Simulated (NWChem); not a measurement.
Species: C₂H₉NSi; SMILES C(NC)[SiH3]

```xyz
13

C      0.6923    -1.8733     0.1396
N     -0.5197    -1.2531    -0.3341
C     -0.8694     0.0045     0.2989
Si     0.2393     1.5249    -0.0504
H      0.8639    -2.8145    -0.4043
H      0.5860    -2.1321     1.2067
H      1.6134    -1.2574     0.0463
H     -0.4980    -1.1502    -1.3453
H     -1.8965     0.2841     0.0027
H     -0.9226    -0.1493     1.3921
H      0.3288     1.7402    -1.5306
H      1.6326     1.3686     0.4715
H     -0.3574     2.7474     0.5747
```
Atoms are numbered in this order, from 1.

Results from NWChem. Medium grid unless said otherwise, to which SCAN and Minnesota functionals are sensitive. Geometry: optimised at PBE0/def2-SVP.

Problem. Among these, which level gives the lowest value of “highest occupied level (eV)”?
(A) LDA (Slater exchange, VWN5)/def2-TZVP
(B) PBE0/def2-TZVP
(C) PBE/def2-TZVP
(D) M06-2X/def2-TZVP

Solution. D, M06-2X/def2-TZVP. Values: M06-2X/def2-TZVP -7.42; PBE0/def2-TZVP -6.13; LDA (Slater exchange, VWN5)/def2-TZVP -4.91; PBE/def2-TZVP -4.82
